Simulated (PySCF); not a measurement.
C₃H₄ClFSi, SMILES C1(Cl)=C([SiH2]C1)F.

The structure is a stationary point at ωB97X-D3(BJ)/def2-SVP. This is a generated structure with no PubChem entry under its InChIKey; it may be hypothetical.

Calculation: ωB97X/def2-TZVP run with PySCF.

Symmetry labels are those of the subgroup Cs that the program uses (full group Cs).

**Question.** List the valence orbital energies around the gap with their symmetry. (Estimate from the structure and the level; the computed values follow.)

**Answer.** 
```tsv
orbital	symmetry	energy (eV)
HOMO−7	A"	-15.15
HOMO−6	A'	-14.33
HOMO−5	A"	-12.73
HOMO−4	A"	-12.55
HOMO−3	A'	-12.22
HOMO−2	A'	-11.56
HOMO−1	A'	-11.06
HOMO	A"	-9.57
LUMO	A'	1.86
LUMO+1	A"	1.88
LUMO+2	A'	2.84
LUMO+3	A'	2.97
```
